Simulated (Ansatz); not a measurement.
The cluster Ag₂Te₄, relaxed as a singlet with RKS PBE0-D4/def2-SVP in Ansatz, starting from the GFN2-xTB geometry. Force threshold 0.02 eV/Å.

In the def2 sets Ag, Te take a core potential; there is no spin–orbit coupling. The restricted singlet is unstable towards broken spin symmetry at other levels; at PBE0-D4/def2-SVP this wasn't settled. Another isomer (singlet) lies 1.78 eV lower at PBE0-D4/def2-TZVP; other spin states weren't run for this one.

Start:

```xyz
6

Ag    2.004    2.468   -2.279
Ag    0.876    1.147   -3.863
Te   -2.552   -3.168    3.982
Te   -1.285   -1.603    2.334
Te   -0.084   -0.119    0.721
Te    1.042    1.275   -0.894
```

(1) Estimate the energy that the relaxation releases and the steps that it takes.

(2) Does the start keep its bonding and symmetry?

(3) Predict the relaxed structure.

## Answers

(1) 169.0 kcal/mol, in 45 steps; 5.2 min on 4 threads of Arm Neoverse V2 on a shared host. The force fell under the threshold at step 42, but the optimiser went on. No frequencies were taken in this run, so the end may be a saddle point.

(2) Bonds lost: Te5–Te6 (atoms count from 1). Bonds formed: Ag2–Te4, Ag2–Te5 (atoms count from 1).

(3) 
```xyz
6

Ag    1.9061    1.3268   -2.5588
Ag   -0.1072    0.8507   -0.2965
Te   -0.9442   -2.0284    3.0897
Te   -0.5285   -1.8220    0.5377
Te   -2.4777   -0.4202   -0.6960
Te    2.1515    2.0931   -0.0762
```
Bond lengths (bridged metal pairs left out): 4 × Ag–Te 2.59 to 2.83 Å; 2 × Te–Te 2.59 to 2.70 Å.
